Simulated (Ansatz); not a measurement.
Cost and result for the atomization energy of CH$_{2}$FNOSi (`O[Si]1(F)C=N1`) (7 atoms, 7 bonds).

Charge 0, multiplicity 1. All single points use the PBE0-D4/def2-TZVP geometry. It is one conformer, not always the lowest. Program: Ansatz. All runs use 2 threads of an Arm Neoverse V1 on a shared host. Times are those of one run each, without the atoms' runs, and a repeat can differ threefold. Electronic energies, without spin–orbit coupling; frozen cores. CCSD(T)/CBS adds CCSD(T) − MP2 in def2-TZVPP to the MP2 limit, and its time is that of the two runs behind it. T1 = 0.013. HSE06 is the plane-wave form, built on full-range PBE exchange.

CCSD(T)/CBS is a level of theory with its own doubt, some kJ/mol a heavy atom from the limit and from the frozen cores, so smaller differences don't rank the functionals.

| level | functions | wall time |
| --- | --- | --- |
| revPBE-D4/def2-TZVPP | 194 | 2 s |
| BLYP-D4/def2-TZVPP | 194 | 2.4 s |
| PBE-D4/def2-TZVPP (with forces) | 194 | 2.6 s |
| BHLYP-D4/def2-TZVPP | 194 | 3.1 s |
| HSE06-D4/def2-TZVPP | 194 | 3.5 s |
| CCSD(T)/def2-SVP | 84 | 3.7 s |
| B2PLYP/def2-TZVPP | 194 | 6 s |
| PBE-QIDH/def2-TZVPP | 194 | 6 s |
| B97M-V/def2-TZVPP | 194 | 9.5 s |
| ωB97M-V/def2-TZVPP (with forces) | 194 | 12 s |
| MP2/def2-QZVPP | 358 | 18 s |
| CCSD(T)/def2-TZVPP | 194 | 86 s |
| CCSD(T)/CBS(def2) | – | 100 s |

(1) What atomization energy does each give, and how far from CCSD(T)/CBS? (An estimate is asked.)

Results:

(1) Computed: 
```tsv
level	atomization (kcal/mol)	difference from CCSD(T)/CBS	per bond
revPBE-D4/def2-TZVPP	696.9	-3.6	-0.5
BLYP-D4/def2-TZVPP	702.9	2.4	0.4
PBE-D4/def2-TZVPP (with forces)	721.3	20.8	3.0
BHLYP-D4/def2-TZVPP	660.7	-39.8	-5.7
HSE06-D4/def2-TZVPP	696.6	-3.9	-0.5
CCSD(T)/def2-SVP	633.3	-67.2	-9.6
B2PLYP/def2-TZVPP	691.3	-9.2	-1.3
PBE-QIDH/def2-TZVPP	689.8	-10.7	-1.5
B97M-V/def2-TZVPP	700.6	0.1	0.0
ωB97M-V/def2-TZVPP (with forces)	702.6	2.1	0.3
MP2/def2-QZVPP	719.3	18.8	2.7
CCSD(T)/def2-TZVPP	674.3	-26.2	-3.7
CCSD(T)/CBS(def2)	700.5	0.0	0.0
```

In def2-TZVPP, CCSD(T) changes the Hartree–Fock value by +211.2 kcal/mol (the triples alone add +16.1 kcal/mol) and MP2 by +240.3 kcal/mol; breaking electron pairs costs correlation energy, which Hartree–Fock lacks. From PBE to PBE0 (25 % exact exchange), in def2-TZVPP and without D4, the atomization energy moves by −24.8 kcal/mol: exact exchange takes away binding that semilocal exchange gives to molecules. The D4 term adds +5.6 kcal/mol with B3LYP and +2.9 kcal/mol with PBE0; it sums over pairs of atoms, weighted by their polarisabilities, and B3LYP, whose exchange is more repulsive, gets the larger term.

B3LYP here is the variant with VWN-RPA as its local correlation; programs differ in this.
